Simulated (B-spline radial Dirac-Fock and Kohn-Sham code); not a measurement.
**Li: eigenvalues, ΔSCF and the reference**

System: atomic lithium, configuration [He] 2p1 (not the ground configuration).

The density-functional columns are spherical, spin-unpolarised Dirac-Kohn-Sham results without Breit or QED terms: −ε is minus the orbital energy of the initial state and ΔSCF the difference of two total energies. The reference in the last column comes from Dirac-Fock energy differences between relaxed states, corrected for Breit and QED terms. All numbers are from a B-spline atomic structure program, in eV; a selection of levels is shown.

| level | LDA −ε | LDA ΔSCF | Dirac-Fock |
| --- | --- | --- | --- |
| 1s | 52.57 | 67.79 | 63.96 |
| 2p | 1.58 | 3.48 | 3.50 |

Values without a named source are computed, but for edge energies of neutral atoms, which are taken from tables.
